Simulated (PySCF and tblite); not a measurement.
Results of a calculation; reference values are marked as such.
System: C3H12AsBSi, numbered as in [CH3:1][B:2]([CH3:3])[As:4]([CH3:5])[SiH3:6].

Level: BP86/pcSseg-1 + D3(BJ) on GFN2-xTB stationary points, with GFN2-xTB thermal terms. Rate constants are transition-state-theory values, counting equivalent paths, without tunnelling. (PySCF 2.14 with density fitting, tblite 0.8.)

Spin–orbit effects of heavy atoms on shieldings are missing.

(1) Estimate the barrier and the room-temperature rate of the pyramidal inversion at As4.

Answers

(1) The electronic barrier is 9.4 kcal/mol and ΔG‡(298 K) 9.6 kcal/mol, over a Cs saddle with an imaginary mode of 154i cm⁻¹ (GFN2-xTB). With 1 equivalent path, k is 6.1×10⁵ s⁻¹, a mean lifetime of the start of 1.6 µs against this motion.
